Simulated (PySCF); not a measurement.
Ti (titanium, neutral): UHF calculation

Configuration: [Ar] 3d2 4s2, high-spin 3F determinant. Computed with PySCF 2.14 in cc-pVTZ (7s6p4d2f1g, 68 functions), with no relativity, point nucleus.

```
Total energy                                     : -848.412914 hartree
One-electron energy                              : -1162.8445 hartree
Hartree (Coulomb) energy                         : 355.5108 hartree
Exchange energy                                  : -41.0792 hartree
Kinetic energy                                   : 848.45036 hartree
⟨S²⟩                                             : 2.0081
⟨L²⟩                                             : 12.037
Sum of ⟨r⟩                                       : 21.60 bohr
Sum of ⟨r²⟩                                      : 50.23 bohr²
Density at the nucleus (Gaussians lack the cusp) : 7080 bohr⁻³
Spin density at the nucleus                      : 0.223 bohr⁻³
Langevin diamagnetic susceptibility              : -39.8 ×10⁻⁶ cm³/mol
Time after the integrals                         : 0.47 s of wall time on 1 thread of Neoverse-V2 (shared host)
```

```
shell  electrons  mean orbital energy (hartree)  rms radius, mean of both spins (bohr)
 1s α          1                     -183.27083                                 0.0812
 1s β          1                     -183.27060                                 0.0812
 2s α          1                      -21.43856                                  0.353
 2s β          1                      -21.40496                                  0.353
 2p α          3                      -17.80675                                  0.321
 2p β          3                      -17.77330                                  0.321
 3s α          1                       -2.93664                                   1.09
 3s β          1                       -2.80872                                   1.09
 3p α          3                       -1.87450                                   1.19
 3p β          3                       -1.71628                                   1.19
 3d α          2                       -0.44819                                   1.65
 4s α          1                       -0.23210                                   4.07
 4s β          1                       -0.21004                                   4.07
```
